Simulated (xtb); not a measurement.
C6H12O2, charge +1, doublet, at a GFN2-xTB geometry (a state made from the parent by changing its charge; the spin is typed, not shown lowest). Base run: xtb 6.7.1 with GFN0-xTB.

Input for xtb:
```
$ xtb mol.xyz --gfn 0 --chrg 1 --uhf 1 --json

# file mol.xyz
20

C     -3.87859876     0.56907484    -0.23906773
C     -2.69519585    -0.32943690     0.01157181
C     -1.35165221     0.36119849    -0.07247986
C     -0.15743745    -0.53991423     0.16191148
O      0.98070711     0.29253839     0.42395932
C      2.14111931    -0.14015631    -0.02975134
C      3.30062485     0.70906270     0.41729083
O      2.26579798    -1.11327316    -0.72891355
H     -3.76309220     1.14165276    -1.15883222
H     -4.79595382    -0.01498766    -0.27916002
H     -4.01481834     1.30056336     0.56297046
H     -2.82366548    -0.83627884     0.97736436
H     -2.70688169    -1.15499881    -0.71818678
H     -1.31799885     1.16739233     0.67568311
H     -1.22772050     0.87440248    -1.03385711
H     -0.31201660    -1.19799783     1.02569627
H      0.09117320    -1.17675346    -0.70374835
H      2.93378746     1.67941786     0.74147963
H      4.01827272     0.80078337    -0.39478626
H      3.79371392     0.20371123     1.24815944
```

Variants of this job, named by their change:

| change | ΔE vs base (kcal/mol) |
|---|---|
| base | 0.000 |
| acc = 0.1 | 0.000 |
| etemp = 1000 | -1.03 |
| etemp = 10 | 0.022 |
